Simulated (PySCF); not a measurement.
Species: C₇H₁₁N.
Structure used (GFN2-xTB), in Å, numbered top down from 1:
```
atom  x, y, z in Å
C1    -1.1607    1.3602   -0.9559
C2    -1.1479    0.1845   -0.3481
C3    -2.3688   -0.4260    0.2679
C4     0.1236   -0.6137   -0.1990
C5     1.0830   -0.4273   -1.3489
N6     2.2483   -0.0565   -1.0618
C7     2.3829    0.1092    0.3636
C8     0.9930   -0.1571    0.9941
H9    -0.2701    1.7851   -1.3874
H10   -2.0617    1.9432   -1.0454
H11   -2.6098   -1.3668   -0.2274
H12   -3.2243    0.2393    0.1845
H13   -2.1904   -0.6410    1.3214
H14   -0.1283   -1.6769   -0.1193
H15    0.7912   -0.6090   -2.3710
H16    2.7523    1.1178    0.5611
H17    3.1419   -0.5947    0.7148
H18    0.5881    0.7554    1.4308
H19    1.0479   -0.9164    1.7716
```

NICS = −σ at a ghost point: NICS(0) at the centroid of the ring atoms, NICS(1) 1 Å to either side along the normal of their mean plane, zz for the tensor component along that normal. Level: GIAO PBE0/pcSseg-1 (PySCF, non-relativistic, gas phase) on the GFN2-xTB geometry, one conformer.

Ring bond lengths (Å), with Mayer bond orders in brackets: C4–C5 1.509 (0.99), C5–N6 1.256 (1.94), N6–C7 1.441 (1.01), C7–C8 1.549 (1.01), C8–C4 1.545 (0.99).

Question: What do the NICS probes read (ppm)?

Answer: 
| ring | type | NICS(0) | NICS(1), two faces | NICS(1)zz, two faces | rms pucker (Å) | centre to ring atoms, mean (Å) |
| --- | --- | --- | --- | --- | --- | --- |
| C4–C5–N6–C7–C8 | 5-membered ring with N; formal bonds 1 double, 4 single | -2.0 | -3.7 / -3.8 | -6.3 / -5.6 | 0.02 | 1.24 |

Question: What do they say, and how far can they be read as aromaticity?

Answer: 
- C4–C5–N6–C7–C8: mean NICS(1)zz -5.9 ppm, shielded. C4, C7, C8 have four or more neighbours, so the value isn't read as a sign of a π ring current.

Question: Give the inner angles of the rings and the Hirshfeld charges of the ring atoms.

Answer: 
- C4–C5–N6–C7–C8: C4 101.2° (-0.030 e), C5 116.9° (+0.040 e), N6 110.3° (-0.167 e), C7 107.4° (-0.029 e), C8 104.0° (-0.073 e); sum 539.7° against 540° for a flat convex ring.

Hardware: an Arm Neoverse V2 with one thread (shared host). Cost: 28 s, 0.86 GiB resident at most. This is the whole shielding run at PBE0/pcSseg-1, SCF included.
